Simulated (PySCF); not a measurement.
**How methods differ on the ionisation energy of Co**

Co [Ar] 3d7 4s2 (4F) → Co+ [Ar] 3d8 (3F), as a difference of total energies. Calculation: PySCF 2.14, in aug-cc-pVDZ; the non-relativistic Hamiltonian (point nucleus). Correlated levels: valence: [Ar] frozen. The calculations carry no spin-orbit coupling.

Q: Order these methods by the ionisation energy they give, lowest first.
A. SCS-MP2 (valence)
B. B3LYP
C. r2SCAN
D. UHF

A: A (7.132 eV), C (7.470 eV), B (7.736 eV), D (7.830 eV).

These non-relativistic numbers lack the scalar-relativistic shift.

Errors of the correlated levels include the incompleteness of this basis and the frozen core.

MP2 underrates the near-degeneracy of ns² with np² in the lower species.

For comparison: 7.869 eV (measured; NIST levels, between the centres of gravity of the two terms).
